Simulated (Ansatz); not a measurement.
`CC(=O)C1CC1` + HI → `CC(=O)I` + `C1CC1` at 600 K and 1 bar (substitution at a C–C bond).

Calculated with Ansatz (gas phase, PBE0-D4/def2-TZVP geometries, no zero-point term in ΔE). CBS: MP2 limit from def2 TZ/QZ plus the TZ coupled-cluster correction, frozen cores. Elements past krypton have def2 core potentials. For I outer-core shells are correlated without core-valence functions, which leaves a few kJ/mol of doubt a bond. Each species was taken in one conformer, which may not be the lowest.

```json
{"species": "`CC(=O)C1CC1`", "CCSD(T)/CBS energy (Eh)": "-270.22281", "H − E (kJ/mol)": "377.3", "S (J/(mol·K))": "433.3"}
{"species": "HI", "CCSD(T)/CBS energy (Eh)": "-298.03592", "H − E (kJ/mol)": "31.6", "S (J/(mol·K))": "227.0"}
{"species": "`CC(=O)I`", "CCSD(T)/CBS energy (Eh)": "-450.52099", "H − E (kJ/mol)": "163.6", "S (J/(mol·K))": "374.2"}
{"species": "`C1CC1`", "CCSD(T)/CBS energy (Eh)": "-117.73368", "H − E (kJ/mol)": "250.2", "S (J/(mol·K))": "292.2"}
```

H − E and S are ideal-gas, rigid-rotor, harmonic terms from PBE0-D4/def2-TZVP, for one conformer and one mirror image of each species. 1 Eh = 2625.50 kJ/mol, R = 8.31446 J/(mol·K).

**Question.** By hand: ΔE, ΔH, ΔS and ΔG.

**Answer.** ΔE = (-450.52099) + (-117.73368) − (-270.22281) − (-298.03592) = 0.00406 Eh = 10.7 kJ/mol. Δ(H − E) = 163.6 + 250.2 − 377.3 − 31.6 = 4.9, so ΔH = 15.6 kJ/mol. ΔS = 374.2 + 292.2 − 433.3 − 227.0 = 6.1 J/(mol·K). ΔG = 15.6 − 600 × (6.1)/1000 = 11.9 kJ/mol.

**Question.** By hand: the equilibrium constant, and the temperature at which ΔG would vanish if ΔH and ΔS stayed fixed.

**Answer.** log₁₀ K = −ΔG/(RT ln 10) = -1.0. ΔG = 0 at ΔH/ΔS = 2557 K, far beyond where these terms or the molecules hold.

The number of gas molecules stays the same, so ΔS is small and ΔH decides. A doubt of 5 kJ/mol in ΔE shifts log₁₀ K by 0.4 here. Other conformers and mirror images would add mixing entropy, several J/(mol·K) or more a flexible species. These are equilibria of isolated gas molecules and say nothing of rates. Largest T1 diagnostic: 0.014 (customary marks: 0.02 for closed shells, 0.045 for open ones).
